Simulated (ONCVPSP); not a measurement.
Potentials for germanium compared

Generated with ld1.x 7.5 (TM, RRKJ, ultrasoft, PAW), atompaw 4.2 or ONCVPSP 4.0.1. The cutoff is in Ry: for ld1.x and atompaw files where the sum of valence levels is converged to 10 mRy in a Bessel basis, for ONCV files where the hardest occupied wave has 1 mHa per electron of residual kinetic energy. The error is the largest all-electron minus pseudo excitation energy over each file’s own four to seven test configurations (ionisations up to +4, promotions, holes and added fractions of an electron), all of which were solved. The labels leave out finer settings (local radius, basis sizes, second energies), which also bear on the numbers. Spin-polarised tests are not counted. The rows are a selection from randomly drawn settings: files with unsolved tests, undetermined cutoffs or missed reference levels are left out.

A true bound ghost makes a file unfit for plane-wave use even where its test errors are small: the radial tests pick states by their node count and pass the ghost by.

```csv
potential,cutoff (Ry),largest error (meV),bound ghosts
"ONCV, LDA (Perdew-Wang 92), fully relativistic, rc 1.50/1.55/1.50 (spd), local s, core correction yes, reference 4s2, qcut 4.4/5.6/6.7, projectors 0/2/1",18,-220,"p3/2, d5/2, d3/2"
"ONCV, PBE, fully relativistic, rc 0.85/1.25/0.70 (spd), local smoothed, core correction no, reference 3s2 3p6 3d10 4s2 4p2, qcut 17.2/13.7/24.8, projectors 3/3/2",451,+3.2,none
"ONCV, PBE, scalar-relativistic, rc 1.85/1.60/0.90 (spd), local d, core correction yes, reference 3d10 4s1 4p3, qcut 3.5/5.3/16.2, projectors 3/2/0",218,-7.0,"s, p"
"ONCV, PBE, scalar-relativistic, rc 0.85/1.25/1.15 (spd), local smoothed, core correction no, reference 3s2 3p6 3d10 4s1.5 4p2.5, qcut 13.3/12.9/15.8, projectors 2/2/1",191,-2.5,none
"ONCV, LDA (Perdew-Wang 92), scalar-relativistic, rc 1.90/2.35 (sp), local smoothed, core correction no, reference 4s2 4p2, qcut 3.7/2.9, projectors 1/2",15,+310,none
```

**Question.** Fill in the row for Ge: ONCV, PBEsol, scalar-relativistic, rc 0.90/0.90/0.80 (spd), local smoothed, core correction yes, reference 3s2 3p6 3d10 4s1.5 4p2.5, qcut 13.9/14.9/16.5, projectors 2/2/2.

**Answer.** cutoff 253 Ry, largest error +22 meV, bound ghosts: none.

**Question.** Fill in the row for Ge: ONCV, LDA (Perdew-Zunger), scalar-relativistic, rc 1.65/2.05 (sp), local smoothed, core correction yes, reference 4s2 4p1.5, qcut 4.2/3.9, projectors 2/2.

**Answer.** cutoff 18 Ry, largest error -31 meV, bound ghosts: none.
